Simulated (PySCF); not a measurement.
**Spinor energies of Ga⁺ (gallium, charge +1)**

Start: [Ar] 3d10 4s1 4d1; 4s1/2 filled at m_j = +1/2; 4d5/2 filled at m_j = +5/2. Calculated with PySCF 2.14 in x2c-SVPall-2c with one added diffuse shell each of s, p, d type (6s7p4d, 47 functions): generalised Hartree-Fock with the X2C-1e Hamiltonian and a Gaussian nucleus; one run each with spin-orbit coupling (SO) switched off, then screened by Boettger's factors. This is a chosen level, not necessarily the ground level.

| spinor shell | electrons | ε, spin-free (eV) | ε, screened SO (eV) | weight of nominal j (screened SO) | rms radius, screened SO (bohr) |
| --- | --- | --- | --- | --- | --- |
| 1s1/2 | 2 | -10451.3 | -10451.2 | 1.000 | 0.0561 |
| 2s1/2 | 2 | -1353.9 | -1353.9 | 1.000 | 0.236 |
| 2p1/2 | 2 | -1176.3 | -1195.3 | 1.000 | 0.209 |
| 2p3/2 | 4 | -1176.3 | -1167.0 | 1.000 | 0.212 |
| 3s1/2 | 2 | -192.54 | -192.54 | 1.000 | 0.699 |
| 3p1/2 | 2 | -136.76 | -139.42 | 1.000 | 0.731 |
| 3d3/2 | 4 | -45.391 | -45.691 | 0.984 | 0.886 |
| 3d5/2 | 6 | -45.391 | -45.196 | 0.990 | 0.890 |
| 4s1/2 | 1 | -23.446 | -23.448 | 1.000 | 2.35 |
| 4d5/2 | 1 | -6.028 | -6.025 | 1.000 | 4.82 |

(1) Where does 3p3/2 lie, and what is the 3p spin-orbit splitting (screened SO)?

```json
{"quantity": "E (hartree)", "spin-free": "-1941.16487", "screened SO": "-1941.21479"}
{"quantity": "M_J", "spin-free": "3", "screened SO": "3"}
{"quantity": "⟨J²⟩", "spin-free": "12.001", "screened SO": "12.001"}
{"quantity": "⟨L²⟩", "spin-free": "6.000", "screened SO": "6.002"}
{"quantity": "⟨S²⟩", "spin-free": "2.000", "screened SO": "2.002"}
```

Each row is a mean over spinors that exchange with the open shell spreads, by up to 0.492 eV (3s1/2).

Without spin-orbit coupling the j labels of p, d and f shells carry no meaning; the spin-free column gives the mean over the occupied spinors of each nl shell.

Results:

(1) At -135.47 eV, 3.948 eV above 3p1/2.
